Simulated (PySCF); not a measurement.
Badger's rule along the second period: bonds to Y

r²SCAN in PySCF with def2-TZVPP on every atom (core potentials on Y), for the lowest determinant that a PBE0 search found; no spin–orbit coupling. Badger's rule says that Re = d + c·k^(−1/3) for bonds between atoms of fixed rows.

```tsv
molecule	state (unpaired electrons)	Re (Å)	k (mdyn/Å)
YO	doublet (σ ↑)	1.794	6.20
YF	singlet (closed shell)	1.926	?
YC	quartet (σ ↑↑, π ↑)	2.011	?
YB	quintet (σ ↑↑, π ↑↑)	2.229	1.94
```

Fix c and d from YO and YB.

c = (2.229 − 1.794)/(1.94^(−1/3) − 6.2^(−1/3)) = 1.690, d = 1.794 − c·6.2^(−1/3) = 0.874 Å.

Predict k of the others and set the computed values beside them.



```json
{"molecule": "YF", "k by the rule": "4.15", "k computed": "3.81", "difference (%)": "9"}
{"molecule": "YC", "k by the rule": "3.28", "k computed": "3.27", "difference (%)": "0"}
```

The rule misses by 4 % on average, well for two fitted constants.

Spin–orbit coupling is left out. With d or f electrons several states lie close, and the lowest PBE0 determinant need not be the measured ground state.
